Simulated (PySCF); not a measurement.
## Electron correlation in Zr³⁸⁺ (zirconium, charge +38)

1s2, closed-shell 1S. Calculation: PySCF 2.14, in an even-tempered Gaussian basis (17 s from 62 bohr⁻², ratio 2.2; 7 p from 95 bohr⁻², ratio 2.4; 4 d from 280 bohr⁻², ratio 2.4; 3 f from 430 bohr⁻², ratio 2.4; 3 g from 640 bohr⁻², ratio 2.4); the spin-free X2C one-electron Hamiltonian (Gaussian nucleus). Frozen: nothing; 2 electrons correlated; the 8 highest virtual orbitals of each spin left out.

With two correlated electrons CCSD is exact within the correlated space (frozen core and kept virtual orbitals).

```csv
level,correlation energy (mhartree)
CCSD,-52.75
```

Diagnostics: T1 = 3.0e-06, D1 = 0.0000, largest double amplitude 0.001.

Question: Is a single reference adequate?

Answer: Yes, within this model without spin-orbit coupling: T1 lies below 0.03 and no double amplitude reaches 0.07.

At this charge the one-electron X2C treatment keeps the bare 1/r₁₂, with no two-electron picture change or Breit term. That inflates the 1s pair energies well beyond their four-component values; and a scalar Hamiltonian misses the large spin-orbit splitting of the p shells, which matters for ns² → np² pairs.
